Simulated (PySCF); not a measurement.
Field gradients from PBE0/pcSseg-1 densities (PySCF, non-relativistic) at PBE0-D3(BJ)/def2-SVP geometries, isolated species, one conformer each; χzz is the principal value of largest magnitude, with Q(14N) = 0.02044 b. A larger basis could move these couplings by a tenth or more.

Question: Rank these 14N sites by the size of the quadrupole coupling, smallest first.
A. N5 (pyridine-type nitrogen) in `[CH3:1][CH2:2][c:3]1[cH:4][n:5][cH:6][cH:7][n:8]1`
B. The nitrile nitrogen of `N#CCCCCC#N`
C. N1 (primary amine nitrogen) in `[NH2:1][CH2:2][c:3]1[cH:4][cH:5][cH:6][n:7][cH:8]1`

Answer: B (4.523 MHz), C (5.477 MHz), A (5.793 MHz).

All sites together:

```
nucleus                                                                               site  Vzz (au)     η  χzz (MHz)
    14N                                                 the nitrile nitrogen of N#CCCCCC#N    -0.942  0.05     -4.523
    14N  N1 (primary amine nitrogen) in [NH2:1][CH2:2][c:3]1[cH:4][cH:5][cH:6][n:7][cH:8]1    -1.140  0.17     -5.477
    14N   N5 (pyridine-type nitrogen) in [CH3:1][CH2:2][c:3]1[cH:4][n:5][cH:6][cH:7][n:8]1    -1.206  0.51     -5.793
```
